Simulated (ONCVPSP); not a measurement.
What one change does to a pseudopotential (chromium (Cr), ONCV)

```
Element                 : chromium
Generator               : ONCVPSP 4.0.1
Type                    : optimised norm-conserving Vanderbilt (ONCV)
Functional              : PBE
Relativity              : fully relativistic
Frozen core             : [Ne]
Valence charge          : 14
Reference configuration : 3s2 3p6 3d5 4s0.75 4p0.25
Partial waves           : 3s+4s: rc 1.50 bohr, ncon 4, nbas 8, qcut 8.8 1/bohr, 2 projectors; 3p+4p: rc 1.70 bohr, ncon 4, nbas 7, qcut 8.2 1/bohr, 2 projectors; 3d: rc 1.05 bohr, ncon 4, nbas 8, qcut 9.9 1/bohr, 2 projectors, debl 2.4 Ha
Local potential         : polynomial inside 0.75 bohr (lpopt 5, dvloc0 0 Ha)
Core correction         : none
```

Open shells are filled in proportion to 2j + 1.

Change: p: qcut 7.4.

Cutoffs: the cutoffs (Ha) at which the residual kinetic energy of the hardest occupied pseudo-wave falls to 1 and 0.1 mHa per electron; they do not see the model core or the augmentation charge, which bear on the density cutoff. Errors are all-electron minus pseudo energies relative to the spin-unpolarised reference configuration.

Q: What does the change do?

A: The potential gets neither clearly harder nor softer (127 Ha and 212 Ha → 127 Ha and 212 Ha); the bound ghost in p disappears; of the 3 tests that both files solve, the error grows in 0 and shrinks in 1 by more than 15 % and 0.3 meV (median size 1.2 → 1.2 meV).

| quantity | base | changed |
| --- | --- | --- |
| cutoff, loose | 127 Ha | 127 Ha |
| cutoff, tight | 212 Ha | 212 Ha |
| loose cutoff by channel | s 24 Ha, p 24 Ha, d 127 Ha | s 24 Ha, p 22 Ha, d 127 Ha |
| bound ghosts | p1/2 | none |
| GHOST(+) flags under 300 eV | s at 264.5 eV | s at 264.5 eV |
| tests with a reliable result | 3 of 4 | 3 of 4 |
| error for 3s2 3p6 3d5 4s1 4p0, meV [ΔE -0.76 eV] | -0.1 | -0.1 |
| error for 3s2 3p6 3d5 4s0 4p0, meV [ΔE 6.14 eV] | +1.2 | +1.2 |
| error for 3s2 3p6 3d4 4s1 4p1, meV [ΔE 2.75 eV] | +3.2 | +2.7 |
| s: phases at 1.52 bohr within 0.05 rad from the reference energy up to (Ha; the scan ends near 5) | to the end of the scan | to the end of the scan |
| p3/2: phases at 1.72 bohr within 0.05 rad from the reference energy up to (Ha; the scan ends near 5) | to the end of the scan | to the end of the scan |
| p1/2: phases at 1.72 bohr within 0.05 rad from the reference energy up to (Ha; the scan ends near 5) | to the end of the scan | to the end of the scan |
| d5/2: phases at 1.07 bohr within 0.05 rad from the reference energy up to (Ha; the scan ends near 5) | to the end of the scan | to the end of the scan |
| d3/2: phases at 1.07 bohr within 0.05 rad from the reference energy up to (Ha; the scan ends near 5) | to the end of the scan | to the end of the scan |

 A true bound ghost makes a file unfit for plane-wave use even where its test errors are small: the radial tests pick states by their node count and pass the ghost by.
